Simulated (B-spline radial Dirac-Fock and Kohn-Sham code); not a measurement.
## Width and fluorescence yield of the N4 (4d3/2) hole, Sm to Hf

The computed values come from a radial finite-basis atomic code: independent-particle rates on relativistic LDA orbitals of the hole state (multipoles up to L = 3, Coulomb Auger matrix elements, transition energies from Dirac-Fock). Free neutral atoms. Recommended widths: Campbell and Papp (2001); yields: xraylib tables.

```csv
Z,element,Γ (eV),recommended Γ,ω,Coster-Kronig yield
62,Sm,1.65,1.78,0.000142,0.956
63,Eu,?,?,?,?
64,Gd,2.24,2.45,0.000146,0.962
65,Tb,3.13,2.70,0.000140,0.978
66,Dy,3.71,2.95,0.000142,0.982
67,Ho,4.34,3.15,0.000143,0.985
68,Er,5.01,3.35,0.000146,0.987
69,Tm,5.73,3.55,0.000149,0.989
70,Yb,6.48,3.70,0.000153,0.991
71,Lu,6.75,3.80,0.000160,0.989
72,Hf,6.96,3.90,0.000168,0.987
```

Question: What does the model give for Eu?

Answer: Γ = 2.10 eV, ω = 0.000140, Coster-Kronig yield 0.966; the recommended width is 2.20 eV.
